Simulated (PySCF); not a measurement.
# Computed records: BGeH$_{3}$OSi, Ge$_{2}$H$_{4}$NO

Computed with PySCF 2.14.0. Calculation on a computer-drawn molecule: the log of a Hartree-Fock and frozen-core CCSD(T) single point meant for a local Hartree-Fock minimum, with one planted fault or none, to be diagnosed. Offsets are logged minus clean, where the clean run is the same molecule without the fault. The reference is restricted for singlets and unrestricted otherwise, and also for a bond in bohr or an excited solution. Adding or removing an electron swaps singlet and doublet. The excited solution moves the top pair (singlet) or top alpha electron (doublet) to the lowest empty orbital. Highest occupied and lowest empty are orbital energies over both spins, largest force is the largest gradient component, triples share is (T) over the correlation energy, the T1 limit is 0.02 restricted and 0.045 unrestricted, electrons count all cores, a negative frequency is imaginary (commonest isotopes), and the dipole is about the centre of nuclear charge; on germanium a core potential holds 10 electrons, which the energies leave out, and 3d is frozen in MP2 and coupled-cluster steps.

Common to all runs: meant multiplicity 1; meant basis and core potential on germanium cc-pVDZ-PP ECP10MDF; logged SCF converged yes; possible faults no fault, one electron removed, one electron added, multiplicity raised by two, geometry at a saddle point, SCF held on an excited solution, minimal basis STO-3G, one bond length entered in bohr, all coordinates scaled.

(1) 
```xyz
7
formula=BGeH3OSi meant_charge=0 meant_basis=cc-pV(D+d)Z logged_electrons=62 logged_basis_functions=89 logged_spin_squared=0 logged_highest_occupied=-6.5458 logged_lowest_empty=-2.9495 logged_largest_force=0.057713 logged_CC_converged=no logged_dipole_magnitude=5.7193 logged_SCF_stable_within_its_kind=no logged_energy_HF=-683.25475
O      1.4491     3.3137     1.4583
Ge     1.1006     2.1395     0.3924
B     -0.4950     0.8188     0.5497
Si    -0.5586    -0.8113     1.7078
H      1.9912     1.9092    -0.8435
H     -1.4379     1.0849    -0.1483
H     -1.1706     0.0499     2.7974
```

Units: logged_highest_occupied, logged_lowest_empty in eV; logged_largest_force in hartree/bohr; logged_dipole_magnitude in debye; logged_energy_HF in hartree.

Drawn bonds:
```csv
atom,other atom,order
1,2,2
2,3,1
3,4,1
2,5,1
3,6,1
4,7,1
```

Notes: CCSD not converged.

(2) 
```xyz
8
formula=Ge2H4NO meant_charge=1 meant_basis=cc-pVDZ logged_electrons=82 logged_basis_functions=94 logged_spin_squared=2.1146 logged_highest_occupied=-10.757 logged_lowest_empty=-4.7697 logged_largest_force=0.1706 logged_T1_diagnostic=0.025801 logged_D1_diagnostic=0.094243 logged_triples_share=0.030933 logged_CC_converged=yes logged_dipole_magnitude=2.4411 logged_SCF_stable_within_its_kind=yes logged_energy_HF=-718.00935 logged_energy_CCSD(T)=-718.54248
O     -1.9199     1.0166     0.3980
Ge    -1.7035     0.7504    -1.1739
N     -0.0898    -0.1631    -1.4164
Ge     0.8996    -0.5801    -0.0311
H     -2.3717     0.9957    -2.4987
H      0.2412    -0.4313    -2.3311
H      2.1833    -1.3163    -0.3246
H      0.4253    -0.1904     1.3386
```

Units: logged_highest_occupied, logged_lowest_empty in eV; logged_largest_force in hartree/bohr; logged_dipole_magnitude in debye; logged_energy_HF, logged_energy_CCSD(T) in hartree.

Drawn bonds:
```csv
atom,other atom,order
1,2,2
2,3,1
3,4,1
2,5,1
3,6,1
4,7,1
4,8,1
```

To be estimated
1. Give the missing planted fault for BGeH$_{3}$OSi (entry 1).
2. Which fault was planted in the run of Ge$_{2}$H$_{4}$NO (entry 2)?

Calculated values
1. SCF held on an excited solution
2. multiplicity raised by two

Further results for BGeH$_{3}$OSi (entry 1):

* HF energy offset from clean run: 134.2 kcal/mol

Further results for Ge$_{2}$H$_{4}$NO (entry 2):

* HF energy offset from clean run: 56.88 kcal/mol
* CCSD(T) energy offset from clean run: 85.83 kcal/mol
